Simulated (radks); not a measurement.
Task: The mean radii <r> (bohr) of the occupied orbitals of an atom or ion are listed with their occupations. All-electron calculation, scalar-relativistic Kohn-Sham, LDA (Slater exchange, Perdew-Wang correlation), spin-unpolarised, spherical densities, finite nucleus; Fermi nuclear charge, rms radius of each element as measured or else 0.836 A^(1/3) + 0.57 fm. Program: a radial shooting solver on a logarithmic mesh with Libxc functionals.

orbital  occ.     <r>
1s          2  0.1206
2s          2  0.6103
2p          5  0.5732
3s          2   2.057
4s          1   5.246

Name the element and its charge.

Result: Z = 13, aluminium, charge +1: Al+ in [He] 2s2 2p5 3s2 4s1. The 1s radius gives Z: for a bare nucleus <r> = (2 gamma + 1)/(2Z) with gamma = sqrt(1 - (Z/c)^2), 0.115 bohr for Z = 13, and screening makes it slightly larger (0.1206 here). The occupations add up to 12, and the charge is Z minus that.
